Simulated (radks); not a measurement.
Results of a calculation; reference values are marked as such.
Neutral boron inside a hard spherical wall (all orbitals vanish at R), configuration held at [He] 2s2 2p1 and not refilled when levels cross. Level of theory: scalar-relativistic Kohn-Sham, PBEsol, spin-polarised, spherical densities, point nucleus; open shells are filled with parallel spins first (a radial shooting solver on a logarithmic mesh with Libxc functionals). Eigenvalues in eV for spin up, with the zero of energy where the potential of the charges vanishes at infinity; a dash marks a level that is unbound or too diffuse for the functional's potential to be trusted. A positive occupied level is held by the wall or, in an anion where self-interaction has pushed it up, behind a barrier. The pressure on the wall is -dE/dV.

[
 {"R (bohr)": "free", "E (hartree)": "-24.47978", "kinetic (hartree)": "24.379", "e(1s)": "-179.51", "e(2s)": "-9.821", "e(2p)": "-3.975", "e(3s, empty)": "-", "e(3p, empty)": "-", "pressure (GPa)": "0"},
 {"R (bohr)": "15", "E (hartree)": "-24.47978", "kinetic (hartree)": "24.379", "e(1s)": "-179.51", "e(2s)": "-9.821", "e(2p)": "-3.974", "e(3s, empty)": "-0.079", "e(3p, empty)": "0.669", "pressure (GPa)": "< 0.0001"},
 {"R (bohr)": "12", "E (hartree)": "-24.47977", "kinetic (hartree)": "24.380", "e(1s)": "-179.51", "e(2s)": "-9.819", "e(2p)": "-3.973", "e(3s, empty)": "0.191", "e(3p, empty)": "1.180", "pressure (GPa)": "0.000198"},
 {"R (bohr)": "10", "E (hartree)": "-24.47968", "kinetic (hartree)": "24.380", "e(1s)": "-179.49", "e(2s)": "-9.809", "e(2p)": "-3.961", "e(3s, empty)": "0.692", "e(3p, empty)": "1.970", "pressure (GPa)": "0.00258"},
 {"R (bohr)": "6", "E (hartree)": "-24.46978", "kinetic (hartree)": "24.443", "e(1s)": "-178.76", "e(2s)": "-9.375", "e(2p)": "-3.409", "e(3s, empty)": "6.141", "e(3p, empty)": "8.547", "pressure (GPa)": "0.807"},
 {"R (bohr)": "5", "E (hartree)": "-24.44405", "kinetic (hartree)": "24.574", "e(1s)": "-177.57", "e(2s)": "-8.644", "e(2p)": "-2.494", "e(3s, empty)": "11.631", "e(3p, empty)": "14.193", "pressure (GPa)": "4.38"},
 {"R (bohr)": "4", "E (hartree)": "-24.34284", "kinetic (hartree)": "24.992", "e(1s)": "-174.47", "e(2s)": "-6.521", "e(2p)": "0.012", "e(3s, empty)": "24.134", "e(3p, empty)": "26.012", "pressure (GPa)": "27.7"},
 {"R (bohr)": "3.5", "E (hartree)": "-24.20342", "kinetic (hartree)": "25.475", "e(1s)": "-171.44", "e(2s)": "-4.112", "e(2p)": "2.675", "e(3s, empty)": "36.426", "e(3p, empty)": "36.984", "pressure (GPa)": "75.5"}
]
